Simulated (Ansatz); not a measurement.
## Energy profile

The step: SiHCl₃ ([Cl][SiH]([Cl])[Cl]) + NH₃ → SiNH₂Cl₃ ([NH2][Si]([Cl])([Cl])[Cl]) + H₂; bonds formed: H2–H6; dative contacts that become bonds: Si1–N7; bonds broken: Si1–H2, H6–N7 (atoms numbered as in the saddle structure below).

```
9
angstrom
Si -0.4525 0.5119 -0.1334
H -1.2095 -1.0629 -0.0973
Cl -1.0523 0.5731 -2.0944
Cl -1.6787 0.9539 1.4508
Cl 0.6982 2.2731 -0.1185
H -0.1908 -1.2978 0.1052
N 0.9114 -0.6642 0.2304
H 1.3453 -0.5572 1.1419
H 1.6290 -0.7298 -0.4846
```

Electronic energies by CCSD(T) at an estimated basis limit (MP2 extrapolated from triple and quadruple zeta, plus CCSD(T) − MP2 in triple zeta), on PBE0-D4/def2-TZVP structures; SiNH4Cl3, singlet; no counterpoise correction. Ansatz 0.2.0; basis: def2-TZVPP and def2-QZVPP; cores frozen in the correlated methods. Extrapolation: Hartree–Fock as exp(−7.88 √X), correlation as X^−2.97.

Question: Give the profile in kcal/mol, counted from the separated reactants. (To be estimated.)

Answer: Computed:
```csv
point,kcal/mol
"separated: SiHCl3 (linked as [Cl][SiH]([Cl])[Cl]; Si1, H2, Cl3, Cl4, Cl5; singlet) + NH3 (H6, N7, H8, H9; singlet)",0.00
start structure,-3.71
saddle,40.53
end structure,-11.73
"separated: SiNH2Cl3 (linked as [NH2][Si]([Cl])([Cl])[Cl]; Si1, Cl3, Cl4, Cl5, N7, H8, H9; singlet) + H2 (H2, H6; singlet)",-11.21
```

No T1 diagnostic of these runs exceeds 0.010.

For scale, one of the runs: CCSD(T)/def2-TZVPP, 255 basis functions, launched by `ansatz run in.yaml --threads 8 --pin off --events-out ev --progress --plain --max-ram 19148MiB`. The run took 120 s on 8 CPU threads of an Intel Xeon (shared host), with 5.2 GiB of host memory at its peak.
